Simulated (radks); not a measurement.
Q: All-electron calculation, non-relativistic Kohn-Sham, r2SCAN, spin-polarised, spherical densities, point nucleus; open shells are filled with parallel spins first; meta-GGA in the generalised Kohn-Sham scheme. Program: a radial shooting solver on a logarithmic mesh with Libxc functionals. Each species is in its NIST ground configuration. Rank P3+, Al3+, Mg3+, S3+, Cl3+, Si3+, Ar3+ by radius at which the density is 0.001 e/bohr^3 (bohr), largest first.

A: S3+ 3.10, P3+ 3.09, Cl3+ 3.04, Si3+ 3.03, Ar3+ 2.95, Mg3+ 2.02, Al3+ 1.96.
